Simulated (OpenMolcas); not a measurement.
## P I: input and output

Input:

```
&GATEWAY
Coord
1

P 0.0 0.0 0.0
Basis=ANO-L-VTZP
Group=XYZ
NoMove
AngMom=0.0 0.0 0.0
AMFI
&SEWARD
* reference wave functions (RASSCF and RASSI steps not shown): 5 electrons in 4 orbitals (3s 3p)
>>> COPY JOB001 $Project.JobIph
&CASPT2
Multistate=1 1
Frozen=1 0
IPEA=0.25
Imaginary=0.3
MaxIter=60
WThr=0.0 0.3 0.05
PrWF=0.5
NoMix
>>> COPY JOB002 $Project.JobIph
&CASPT2
Multistate=8 1 2 3 4 5 6 7 8
Frozen=1 0
IPEA=0.25
Imaginary=0.3
MaxIter=60
WThr=0.0 0.3 0.05
PrWF=0.5
NoMix
>>> COPY JOB003 $Project.JobIph
&CASPT2
Multistate=3 1 2 3
Frozen=1 0
IPEA=0.25
Imaginary=0.3
MaxIter=60
WThr=0.0 0.3 0.05
PrWF=0.5
NoMix
```

Output, cut to the results:

```
--- CASPT2 ---
Orbital specifications:
      -----------------------

      Symmetry species                           1   2
                                                ag  au
      Frozen orbitals                            1   0
      Inactive orbitals                          1   3
      Active orbitals                            1   3
      Secondary orbitals                        12  13
      Deleted orbitals                           0   0
      Number of basis functions                 15  19
Type of calculation                        SS-CASPT2
      Fock operator                              state-specific
      IPEA shift                                 0.25
      Real shift                                 0.00
      Imaginary shift                            0.30
      The input orbitals will be transformed to quasi-canonical
Reference energy:        -340.7177947139
      E2 (Non-variational):      -0.0910679088
      Shift correction:          -0.0022200837
      E2 (Variational):          -0.0932879925
      Total energy:            -340.8110827064
      Residual norm:              0.0000000788
      Reference weight:           0.95933
      Contributions to the CASPT2 correlation energy
      Active & Virtual Only:         -0.0790205995
      One Inactive Excited:          -0.0050407608
      Two Inactive Excited:          -0.0070065485
::    CASPT2 Root  1     Total energy:   -340.81108271
--- CASPT2 ---
Orbital specifications:
      -----------------------

      Symmetry species                           1   2
                                                ag  au
      Frozen orbitals                            1   0
      Inactive orbitals                          1   3
      Active orbitals                            1   3
      Secondary orbitals                        12  13
      Deleted orbitals                           0   0
      Number of basis functions                 15  19
Type of calculation                        MS-CASPT2
      Fock operator                              state-specific
      IPEA shift                                 0.25
      Real shift                                 0.00
      Imaginary shift                            0.30
      The input orbitals will be transformed to quasi-canonical
Reference energy:        -340.6476920029
      E2 (Non-variational):      -0.1046872570
      Shift correction:          -0.0031247237
      E2 (Variational):          -0.1078119808
      Total energy:            -340.7555039837
      Residual norm:              0.0000000506
      Reference weight:           0.94940
      Contributions to the CASPT2 correlation energy
      Active & Virtual Only:         -0.0924545448
      One Inactive Excited:          -0.0051132792
      Two Inactive Excited:          -0.0071194330
Reference energy:        -340.6476920029
      E2 (Non-variational):      -0.1044926214
      Shift correction:          -0.0030690596
      E2 (Variational):          -0.1075616810
      Total energy:            -340.7552536840
      Residual norm:              0.0000000501
      Reference weight:           0.94978
      Contributions to the CASPT2 correlation energy
      Active & Virtual Only:         -0.0922597131
      One Inactive Excited:          -0.0051136851
      Two Inactive Excited:          -0.0071192233
::    CASPT2 Root  1     Total energy:   -340.75550398
::    CASPT2 Root  2     Total energy:   -340.75525368
::    CASPT2 Root  3     Total energy:   -340.75599138
::    CASPT2 Root  4     Total energy:   -340.75609621
::    CASPT2 Root  5     Total energy:   -340.75519155
::    CASPT2 Root  6     Total energy:   -340.72312692
::    CASPT2 Root  7     Total energy:   -340.72312692
::    CASPT2 Root  8     Total energy:   -340.72312692
::    MS-CASPT2 Root  1     Total energy:   -340.75660706
::    MS-CASPT2 Root  2     Total energy:   -340.75627780
::    MS-CASPT2 Root  3     Total energy:   -340.75557162
::    MS-CASPT2 Root  4     Total energy:   -340.75524607
::    MS-CASPT2 Root  5     Total energy:   -340.75433705
::    MS-CASPT2 Root  6     Total energy:   -340.72312689
::    MS-CASPT2 Root  7     Total energy:   -340.72312629
::    MS-CASPT2 Root  8     Total energy:   -340.72312478
--- CASPT2 ---
Orbital specifications:
      -----------------------

      Symmetry species                           1   2
                                                ag  au
      Frozen orbitals                            1   0
      Inactive orbitals                          1   3
      Active orbitals                            1   3
      Secondary orbitals                        12  13
      Deleted orbitals                           0   0
      Number of basis functions                 15  19
Type of calculation                        MS-CASPT2
      Fock operator                              state-specific
      IPEA shift                                 0.25
      Real shift                                 0.00
      Imaginary shift                            0.30
      The input orbitals will be transformed to quasi-canonical
Reference energy:        -340.4153319106
      E2 (Non-variational):      -0.1000050028
      Shift correction:          -0.0063751917
      E2 (Variational):          -0.1063801945
      Total energy:            -340.5217121051
      Residual norm:              0.0000000951
      Reference weight:           0.93879
      Contributions to the CASPT2 correlation energy
      Active & Virtual Only:         -0.0887142522
      One Inactive Excited:          -0.0045305208
      Two Inactive Excited:          -0.0067602298
Reference energy:        -340.4153319106
      E2 (Non-variational):      -0.1000050028
      Shift correction:          -0.0063751917
      E2 (Variational):          -0.1063801945
      Total energy:            -340.5217121051
      Residual norm:              0.0000000951
      Reference weight:           0.93879
      Contributions to the CASPT2 correlation energy
...
```

Levels above the lowest, from the spin-orbit matrix with the single-state CASPT2 energies, averaged by term, on its diagonal:

```csv
Configuration,Term,J,E (cm-1),Measured (cm-1),g,Term weight %
3s2 3p3,4S*,3/2,0.0,0.0,2.002,100
3s2 3p3,2D*,3/2,12170,11361,0.800,100
3s2 3p3,2D*,5/2,12180,11377,1.200,100
3s2 3p3,2P*,1/2,19310,18723,0.666,100
3s2 3p3,2P*,3/2,19310,18748,1.334,100
3s 3p4,4P,5/2,63400,59535,1.601,100
3s 3p4,4P,3/2,63590,59716,1.735,100
3s 3p4,4P,1/2,63710,59820,2.671,100
```

Against the 7 measured excited levels shown (NIST Handbook of Basic Atomic Spectroscopic Data) the mean absolute deviation is 2100 cm-1; the largest miss in energy is 3s 3p4 4P 1/2: computed 63710, measured 59820 cm-1 (+6.5 %).

Term energies are means over components that CASPT2 splits; among the terms shown or strongly mixed into the levels shown the widest spread is 200 cm-1 (3s2 3p3 2D*). Terms of s pⁿ other than that of highest spin mix with s² pⁿ⁻² d, which this space lacks; all of them can be thousands of cm-1 off, and some have no real level of that name. Computed and measured levels are paired by configuration, term and J; levels that our copy of the source lacks, or whose pairing is in doubt (as where it misses far off the trend of its configuration), stay unpaired and out of the deviations. Only configurations of the active space appear. The first state left out of the spin-orbit step lies near 97000 cm-1 above the lowest spin-free state of the reference (among the parities and spins computed), and the list stops at four fifths of that energy or lower.

The term weight is that of the spin-free term in the level, not the purity of its configuration. * marks odd parity.
